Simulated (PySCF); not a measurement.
p-toluidine, C₇H₉N.
Numbering: `[CH3:1][c:2]1[cH:3][cH:4][c:5]([NH2:6])[cH:7][cH:8]1` (hydrogens: H9, H10, H11 on C1; H12 on C3; H13 on C4; H14, H15 on N6; H16 on C7; H17 on C8)

Computed by this run: PBE0-D3(BJ)/def2-SVP geometry optimisation, gas phase in PySCF; density fitting, grid level 2; the optimiser is geomeTRIC in internal coordinates, started from a GFN2-xTB structure.

Step 0: E = -8879.4709 eV
```
atom  x, y, z in Å  |  force x, y, z in eV/Å
C1     -2.6711   -0.3896    0.0569    0.476   0.120  -0.025
C2     -1.1835   -0.1978    0.0320   -0.597  -0.140   0.027
C3     -0.4599   -0.3801   -1.1398    0.066   0.053   0.087
C4      0.9061   -0.1843   -1.1758    0.013   0.042  -0.018
C5      1.5961    0.2012   -0.0274    0.620  -0.036   0.024
N6      2.9748    0.3231   -0.0370   -0.186  -0.124   0.020
C7      0.8734    0.3861    1.1502    0.014   0.058  -0.003
C8     -0.4927    0.1883    1.1734    0.070  -0.006  -0.099
H9     -3.0061   -0.6854    1.0487   -0.214  -0.126   0.343
H10    -3.1776    0.5404   -0.2064   -0.295   0.302  -0.087
H11    -2.9746   -1.1508   -0.6587   -0.204  -0.286  -0.238
H12    -0.9749   -0.6803   -2.0416   -0.220  -0.138  -0.395
H13     1.4524   -0.3341   -2.0968    0.222  -0.084  -0.390
H14     3.3964    0.4764   -0.9391    0.129   0.078  -0.109
H15     3.3726    0.8788    0.7033    0.124   0.121   0.064
H16     1.3939    0.6844    2.0495    0.215   0.106   0.396
H17    -1.0324    0.3358    2.0984   -0.233   0.061   0.403
```

Question: Estimate the geometry and energy of step 1. (The exact step hangs on the optimiser's Hessian estimate; all steps are aligned on step 0, rigid shifts and turns removed.)

Answer: E = -8879.5145 eV, largest force 0.112 eV/Å
```
atom  x, y, z in Å  |  force x, y, z in eV/Å
C1     -2.6891   -0.3809    0.0545   -0.089  -0.019   0.003
C2     -1.2003   -0.2050    0.0333    0.097   0.015  -0.001
C3     -0.4574   -0.3882   -1.1379   -0.075  -0.027  -0.075
C4      0.9180   -0.1951   -1.1748    0.073  -0.025  -0.061
C5      1.6228    0.1913   -0.0239   -0.034   0.039  -0.014
N6      2.9976    0.3355   -0.0403    0.056   0.011   0.001
C7      0.8850    0.3771    1.1556    0.074   0.007   0.067
C8     -0.4902    0.1796    1.1754   -0.080   0.011   0.077
H9     -3.0456   -0.6803    1.0524    0.006   0.008  -0.032
H10    -3.2122    0.5551   -0.2106    0.010  -0.023   0.007
H11    -3.0149   -1.1487   -0.6647    0.004   0.023   0.024
H12    -0.9723   -0.6932   -2.0554    0.026   0.012   0.031
H13     1.4647   -0.3557   -2.1096   -0.022   0.005   0.025
H14     3.4179    0.5090   -0.9444   -0.025  -0.008   0.019
H15     3.3951    0.9098    0.6921   -0.024  -0.017  -0.014
H16     1.4053    0.6712    2.0728   -0.022  -0.008  -0.025
H17    -1.0315    0.3306    2.1157    0.027  -0.004  -0.032
```

The energy changes by -0.0436 eV. The first-order estimate −F·Δx gives -0.0917 eV and the mean of the old and new forces, exact on a quadratic surface, -0.0439 eV. The step makes an angle of 60° with the force vector and moves no atom by more than 0.041 Å.

The cost below is that of the whole optimisation. The run took 1.8 min wall on Arm Neoverse N1, one thread, shared host, and the process peaked at 0.81 GiB of memory.
